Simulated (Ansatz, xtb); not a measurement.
**Relative energy of two isomers of C5H8OSSi**

Structure a is `Cc1csc([SiH3])c1O`, a singlet and structure b is `C=C(C)[C@@H]1[SiH2]OC1=S`, a singlet. Both are isolated molecules in the gas phase, relaxed with B3LYP-D3(BJ)/def2-SVP; the shapes shown needn't be the lowest conformers.

a (Å):

```yaml
atoms:
  - { symbol: C, position_ang: [0.2766, 1.9572, 0.0364] }
  - { symbol: C, position_ang: [-0.2511, 0.6109, 0.4310] }
  - { symbol: C, position_ang: [0.3795, -0.5959, 0.2654] }
  - { symbol: C, position_ang: [-1.8618, -0.8794, 1.3510] }
  - { symbol: C, position_ang: [-1.5354, 0.4360, 1.0544] }
  - { symbol: O, position_ang: [-2.2910, 1.5349, 1.2906] }
  - { symbol: S, position_ang: [-0.5530, -1.9287, 0.8491] }
  - { symbol: Si, position_ang: [-3.4159, -1.5034, 2.1485] }
  - { symbol: H, position_ang: [0.3473, 2.6243, 0.9111] }
  - { symbol: H, position_ang: [1.2727, 1.8779, -0.4215] }
  - { symbol: H, position_ang: [-0.3988, 2.4498, -0.6821] }
  - { symbol: H, position_ang: [1.3601, -0.7668, -0.1773] }
  - { symbol: H, position_ang: [-4.2599, -0.2956, 2.4275] }
  - { symbol: H, position_ang: [-3.1616, -2.2025, 3.4407] }
  - { symbol: H, position_ang: [-4.1926, -2.4194, 1.2648] }
  - { symbol: H, position_ang: [-3.1225, 1.2746, 1.7127] }
```

b (Å):

```yaml
atoms:
  - { symbol: C, position_ang: [0.0104, 2.4328, -2.1084] }
  - { symbol: C, position_ang: [-0.2040, 1.1653, -1.7296] }
  - { symbol: C, position_ang: [0.0290, -0.0043, -2.6483] }
  - { symbol: C, position_ang: [-0.6817, 0.8497, -0.3404] }
  - { symbol: C, position_ang: [-1.8698, -0.1289, -0.1821] }
  - { symbol: O, position_ang: [-1.4445, -1.0243, 0.7492] }
  - { symbol: S, position_ang: [-3.3063, -0.1438, -0.9291] }
  - { symbol: Si, position_ang: [0.1705, -0.3753, 0.8415] }
  - { symbol: H, position_ang: [-0.1800, 3.2725, -1.4343] }
  - { symbol: H, position_ang: [0.3815, 2.6705, -3.1087] }
  - { symbol: H, position_ang: [-0.9084, -0.5613, -2.8086] }
  - { symbol: H, position_ang: [0.7569, -0.7147, -2.2187] }
  - { symbol: H, position_ang: [0.4081, 0.3221, -3.6265] }
  - { symbol: H, position_ang: [-0.9339, 1.7793, 0.1961] }
  - { symbol: H, position_ang: [0.5178, 0.0642, 2.2155] }
  - { symbol: H, position_ang: [1.1750, -1.3291, 0.3112] }
```

Question: Estimate E(b) − E(a) at the level CCSD(T)/def2-SVP + ΔMP2/def2-TZVPP.

Answer: Calculated at CCSD(T)/def2-SVP + ΔMP2/def2-TZVPP: E(b) − E(a) = +3.3 kcal/mol, so structure a lies lower.

The same difference at several levels:

| level | geometry | E(b) − E(a) (kcal/mol) | departure from the last row (kcal/mol) | job, with rough time for the two |
| --- | --- | --- | --- | --- |
| GFN2-xTB | GFN2-xTB | +0.2 | −3.1 | optimisation, 0.29 s |
| HF/STO-3G | GFN2-xTB | +23.0 | +19.7 | single point, 0.58 s |
| r2SCAN-D4/def2-SVP | GFN2-xTB | +8.7 | +5.4 | single point, 5.5 s |
| B3LYP-D3(BJ)/def2-SVP | B3LYP-D3(BJ)/def2-SVP | +5.6 | +2.3 | optimisation, 83 s |
| HF/def2-SVP | B3LYP-D3(BJ)/def2-SVP | +3.7 | +0.4 | part of the CCSD(T) run |
| MP2/def2-SVP | B3LYP-D3(BJ)/def2-SVP | +7.0 | +3.7 | part of the CCSD(T) run |
| CCSD(T)/def2-SVP | B3LYP-D3(BJ)/def2-SVP | +3.7 | +0.4 | single point |
| CCSD(T)/def2-SVP + ΔMP2/def2-TZVPP | B3LYP-D3(BJ)/def2-SVP | +3.3 |  | single point, 2.4 min |

As drawn, b has 1 C=C, 2 C–C, 1 O–Si, 1 C=S, 2 C–H in place of 3 C∷C, 2 C∷S, 1 Si–H, 1 O–H (∷ is an aromatic bond). Structure a has a 5-membered ring (with an aromatic ring), b a 4-membered ring.

GFN2-xTB finds them nearly level. The largest departure from CCSD(T)/def2-SVP + ΔMP2/def2-TZVPP is that of HF/STO-3G, 19.7 kcal/mol. The last row adds to CCSD(T) the change of the MP2 difference between the two basis sets, here −0.4 kcal/mol.

With thermal terms from frequencies at re-optimised GFN2-xTB minima (ideal gas, soft modes damped towards free rotors, one conformer each, 298.15 K, 1 atm): on the last row, ΔE + ΔZPE = +5.3, ΔH = +5.0, ΔG = +5.8 kcal/mol.

The correlated steps freeze 16 core orbitals. Mirror images aren't counted in ΔG. Run with Ansatz 0.2.0, xtb 6.7.1; the last row on 4 threads of Arm Neoverse V1 on a shared host.
